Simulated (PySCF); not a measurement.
# Stretching RbCa⁺

Set-up: PySCF, scalar-relativistic core potentials, basis sets Rb def2-SVP with ECP28, Ca def2-SVP. Energies in eV from Rb⁺ + Ca in their ground configurations at the same level. State: ¹Σ⁺ (singlet), closed shell.

All columns are PBE0. A positive dipole points towards Ca; it is taken about the centre of mass and depends on that origin.

```tsv
R (Å)	E (eV)	μ (D)	Mulliken charge on Rb (basis-dependent)	HOMO (eV)	LUMO (eV)	Mayer bond order	⟨S²⟩
3.723	-0.329	0.63	0.62	-8.17	-5.06	0.63	0.00
3.896	-0.407	0.49	0.62	-8.07	-5.06	0.63	0.00
4.069	-0.451	0.28	0.61	-7.98	-5.05	0.63	0.00
4.199	-0.466	0.10	0.61	-7.91	-5.05	0.63	0.00
4.329	-0.469	-0.12	0.62	-7.84	-5.05	0.63	0.00
4.459	-0.465	-0.35	0.62	-7.77	-5.05	0.62	0.00
4.632	-0.449	-0.70	0.63	-7.67	-5.05	0.61	0.00
4.848	-0.419	-1.17	0.64	-7.55	-5.05	0.59	0.00
5.108	-0.375	-1.79	0.66	-7.42	-5.06	0.56	0.00
5.455	-0.314	-2.67	0.70	-7.24	-5.08	0.51	0.00
```

A fit through these points gives, at Re = 4.315 Å, μ = -0.09 D and dμ/dR = -1.72 D/Å; the reduced mass is 27.17 u.

How strong is the fundamental in the double-harmonic approximation, I = 42.26·(dμ/dR)²/μred km/mol?

I = 42.26·(-1.72)²/27.17 = 4.60 km/mol at PBE0.

Closed-shell solutions of metal pairs were not tested for spin polarisation, which can lower them a little. For an ion De counts to the pair picked by the measured ionisation energies or electron affinities, which need not be the lowest pair at this level.
